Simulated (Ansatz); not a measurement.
`O=C1O[Si]1(F)F`, relaxed with RKS PBE-D4/def2-SVP in Ansatz from a rough embedded geometry. The force threshold is 0.03 eV/Å; the program also tests the step.

The species carries charge 0 and has multiplicity 1.

Start:

```xyz
6

O    -1.157    1.963   -0.041
C    -0.678    0.793   -0.111
O    -1.018   -0.451   -0.478
Si    0.630   -0.244    0.214
F     0.647   -1.267    1.439
F     1.576   -0.793   -1.024
```

| step | energy (eV) | largest force (eV/Å) | largest move (Å) |
| --- | --- | --- | --- |
| 1 | -18419.3003 | 6.088 | 0.000 |
| 2 | -18419.8928 | 2.774 | 0.069 |
| 3 | -18420.1126 | 0.622 | 0.069 |
| 4 | -18420.1366 | 0.737 | 0.037 |
| 5 | -18420.1571 | 0.482 | 0.029 |
| 6 | -18420.1688 | 0.263 | 0.027 |
| 7 (rejected) | -18420.1381 | 1.292 | 0.054 |
| 8 | -18420.1774 | 0.064 | 0.026 |
| 9 (rejected) | -18420.1767 | 0.235 | 0.028 |
| 10 | -18420.1786 | 0.070 | 0.013 |
| 11 | -18420.1786 | 0.068 | 0.002 |
| 12 | -18420.1787 | 0.004 | 0.001 |

End:

```xyz
6

O    -1.272    1.973   -0.091
C    -0.684    0.941   -0.073
O    -1.059   -0.353   -0.469
Si    0.559   -0.398    0.132
F     0.779   -1.316    1.441
F     1.677   -0.847   -0.942
```

Hardware: 2 threads of an Arm Neoverse V1 on a shared host. Wall time 17 s, peak host memory 0.12 GiB.
